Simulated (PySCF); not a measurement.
# Basis-set dependence of HgF at PBE0

PySCF, UKS reference; doublet, unpaired electrons σ ↑; De to Hg + F without counterpoise correction.

```json
{"basis": "def2-SVP", "relativity": "scalar-relativistic core potentials", "functions": "46", "Re (Å)": "2.058", "ωe (cm⁻¹)": "427", "De (eV)": "1.24", "μ (D)": "-2.77"}
{"basis": "cc-pVDZ-PP/cc-pVDZ", "relativity": "scalar-relativistic core potentials", "functions": "52", "Re (Å)": "2.049", "ωe (cm⁻¹)": "442", "De (eV)": "1.32", "μ (D)": "-2.74"}
{"basis": "def2-SVPD", "relativity": "scalar-relativistic core potentials", "functions": "58", "Re (Å)": "2.076", "ωe (cm⁻¹)": "423", "De (eV)": "1.44", "μ (D)": "-3.53"}
{"basis": "def2-TZVPP", "relativity": "scalar-relativistic core potentials", "functions": "90", "Re (Å)": "2.046", "ωe (cm⁻¹)": "442", "De (eV)": "1.42", "μ (D)": "-3.20"}
```

**Question.** How does each smaller set differ from the one with most functions, def2-TZVPP?

**Answer.** def2-SVP: +1.2 pm, -3.4 % in ωe, -0.18 eV in De; cc-pVDZ-PP/cc-pVDZ: +0.3 pm, +0.0 % in ωe, -0.10 eV in De; def2-SVPD: +3.0 pm, -4.3 % in ωe, +0.02 eV in De. All at PBE0; the set with most functions is neither the basis-set limit nor always the best.

A positive dipole means Hg(−)F(+). Spin–orbit coupling is left out, which matters for elements this heavy, above all for dissociation energies. The state was picked by a PBE0 search and need not be the measured ground state.
